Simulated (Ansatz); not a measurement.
System: N-dimethylboranylmethanamine, C$_{3}$H$_{10}$BN, charge 0, multiplicity 1. SMILES: CNB(C)C
Coordinates optimised at B3LYP-D3(BJ)/def2-TZVP (Ansatz, a program for electronic structure):
```
B
N 1 1.4010
H 2 1.0090 1 117.81
C 2 1.4512 3 113.30 1 -179.07
H 4 1.0874 2 109.85 3 179.83
H 4 1.0940 5 107.80 2 121.66
H 4 1.0940 5 108.01 6 116.43
C 1 1.5813 2 118.55 3 0.00
H 8 1.0935 1 114.41 2 -3.02
H 8 1.0951 9 107.69 1 123.53
H 8 1.0953 9 107.63 10 113.42
C 1 1.5843 2 121.32 3 -178.94
H 12 1.0918 1 111.84 2 -160.66
H 12 1.0926 13 107.67 1 -126.04
H 12 1.0965 13 106.46 14 -113.83
```
Charge 0, spin multiplicity 1.

Wanted: atomisation energy, in kcal/mol. Terms: no spin-orbit coupling; 6-31G* and kin with 6d, 5d where marked; valence correlation only; no dispersion term unless named; non-relativistic; open shells spin-unrestricted; atomisation electronic, to ground-state atoms. CBS marks a two-point X^-3 extrapolation of the correlation energy; Hartree-Fock from the larger set. First-principles rows: single points at B3LYP-D3(BJ) geometries (Ansatz).

```json
[
 {"species": "CNB(C)C", "coefficient": "-1", "E at B3LYP/6-31G* (Ansatz), Eh": "-200.00211", "E at wB97X-V/def2-TZVPD (Ansatz), Eh": "-200.01474"},
 {"species": "B atom", "coefficient": "+1", "E at B3LYP/6-31G* (Ansatz), Eh": "-24.65435", "E at wB97X-V/def2-TZVPD (Ansatz), Eh": "-24.65384"},
 {"species": "C atom", "coefficient": "+3", "E at B3LYP/6-31G* (Ansatz), Eh": "-37.84628", "E at wB97X-V/def2-TZVPD (Ansatz), Eh": "-37.84665"},
 {"species": "H atom", "coefficient": "+10", "E at B3LYP/6-31G* (Ansatz), Eh": "-0.50027", "E at wB97X-V/def2-TZVPD (Ansatz), Eh": "-0.50049"},
 {"species": "N atom", "coefficient": "+1", "E at B3LYP/6-31G* (Ansatz), Eh": "-54.58449", "E at wB97X-V/def2-TZVPD (Ansatz), Eh": "-54.58636"}
]
```

Coupled cluster (Ansatz) is a level with limits of its own, used here on species with T1 under 0.025 (0.045 for open shells) and stable references: CCSD(T)/CBS(cc-pVTZ,cc-pVQZ). Value to compare with, CCSD(T)/CBS(cc-pVTZ,cc-pVQZ) (Ansatz): 1394.2 kcal/mol. 1 Eh = 627.5095 kcal/mol.

Compute it at each level from the table, and compare with CCSD(T)/CBS(cc-pVTZ,cc-pVQZ) (Ansatz).


- B3LYP/6-31G*: the sum of coefficient times E is 2.22173 Eh, or 1394.16 kcal/mol. Result: 1394.2 kcal/mol. Its difference against CCSD(T)/CBS(cc-pVTZ,cc-pVQZ) (Ansatz) is 0.0 kcal/mol.
- wB97X-V/def2-TZVPD: the sum of coefficient times E is 2.22969 Eh, or 1399.15 kcal/mol. Result: 1399.2 kcal/mol. Its difference against CCSD(T)/CBS(cc-pVTZ,cc-pVQZ) (Ansatz) is 5.0 kcal/mol.
